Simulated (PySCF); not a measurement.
**Trend along the third period: MRb molecules**

PBE0 with double-zeta basis sets in PySCF, for the lowest determinant that a PBE0 search found; no spin–orbit coupling. De refers to high-spin ground-configuration atoms. A positive dipole means M(−)Rb(+).

| M | basis | state (unpaired electrons) | Re (Å) | ωe (cm⁻¹) | De (eV) | μ (D) |
| --- | --- | --- | --- | --- | --- | --- |
| Na | def2-SVP | singlet (closed shell) | 3.714 | 105 | 0.58 | 3.28 |
| Mg | def2-SVP | doublet (σ ↑) | 4.128 | 67.9 | 0.15 | 1.99 |
| Al | def2-SVP | triplet (σ ↑, π ↑) | 3.566 | 122 | 0.62 | 7.47 |
| Si | def2-SVP | quartet (σ ↑, π ↑↑) | 3.220 | 173 | 1.55 | 10.25 |
| P | def2-SVPD | triplet (π ↑↑) | 3.187 | 181 | 1.22 | 8.85 |
| S | def2-SVP | doublet (π ↑) | 2.974 | 222 | 2.52 | 10.23 |
| Cl | def2-SVP | singlet (closed shell) | 2.815 | 244 | 4.11 | 10.34 |

The shortest bond is that of RbCl (2.815 Å), the longest that of RbMg (4.128 Å). RbCl is bound most strongly (4.11 eV) and RbMg least (0.15 eV).

The rows differ in basis set, which adds steps of its own.

The state changes along the series, so neighbouring rows are not always alike in their bonding.

Closed-shell solutions of metal pairs were not tested for spin polarisation, which can lower them a little. Weak bonds: RbMg. Basis-set superposition, not corrected here, can be much of De in a small basis, most of all at correlated wavefunction levels. Functionals without a dispersion term scatter widely for such bonds, and LDA overbinds them. States were picked by a PBE0 search and need not be the measured ground states.
